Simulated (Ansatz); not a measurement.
The cluster Mg2Se2⁻ (the lowest doublet isomer of a short search) was relaxed with r2SCAN-D4 (def2-SVPD) in Ansatz in these states: charge -1 doublet, charge -1 quartet. The geometries follow in no particular order.

A:

```xyz
4

Mg    0.529    0.240   -1.327
Mg   -0.529   -0.240    1.327
Se   -1.830   -0.395   -0.801
Se    1.830    0.395    0.801
```

B:

```xyz
4

Mg    0.630   -1.311    0.972
Mg   -0.224    1.703   -0.330
Se   -1.664   -0.208    0.610
Se    1.258   -0.184   -1.252
```

Task: Judge from the bond lengths which geometry belongs to which state (an estimate).

Result: A is the charge -1 doublet (Mg1–Mg2 2.896 Å, Mg1–Se3 2.499 Å, Mg1–Se4 2.499 Å); B is the charge -1 quartet (Mg1–Mg2 3.392 Å, Mg1–Se3 2.571 Å, Mg1–Se4 2.571 Å).

At r2SCAN-D4/def2-SVPD the highest occupied level of the charge -1 quartet lies above zero (up to 0.03 eV). It is a level of α spin, whose loss leaves a triplet; that state wasn't run at this geometry and level. The electron is either unbound and held by the finite basis, or the level is raised by self-interaction error. At PBE0-D4/def2-TZVPD a doublet lies 1.62 eV below the charge -1 quartet. These are the stationary points nearest to one start from a short search; other shapes may lie lower in each state.
